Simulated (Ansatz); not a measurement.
Cu₃⁺ (the lowest singlet isomer of a short search) was relaxed with PBE0-D4 (def2-TZVP) in Ansatz in these states: charge +1 quintet, charge +1 singlet, charge +1 triplet. The geometries follow in no particular order.

A:

Cartesian coordinates in Å:
```
Cu -0.5119 0.8597 -0.9581
Cu -0.8589 -0.7209 0.8135
Cu 1.3707 -0.1389 0.1446
```

B:

Cartesian coordinates in Å:
```
Cu -0.8073 -0.6176 -1.3150
Cu 0.6404 -0.9150 0.6940
Cu 0.1669 1.5326 0.6209
```

C:

```xyz
3

Cu   -0.0676    1.7127   -1.8139
Cu    0.0648   -1.7134    1.8135
Cu    0.0029    0.0007    0.0005
```

Q: Judge from the bond lengths which geometry belongs to which state (an estimate).

A: A is the charge +1 singlet (Cu1–Cu2 2.399 Å, Cu1–Cu3 2.399 Å, Cu2–Cu3 2.399 Å); B is the charge +1 quintet (Cu1–Cu2 2.494 Å, Cu1–Cu3 3.053 Å, Cu2–Cu3 2.494 Å); C is the charge +1 triplet (Cu1–Cu2 4.991 Å, Cu1–Cu3 2.496 Å, Cu2–Cu3 2.496 Å).

At PBE0-D4/def2-TZVP a singlet lies 5.70 eV below the charge +1 quintet. At PBE0-D4/def2-TZVP a singlet lies 1.97 eV below the charge +1 triplet. These are the stationary points nearest to one start from a short search; other shapes may lie lower in each state.
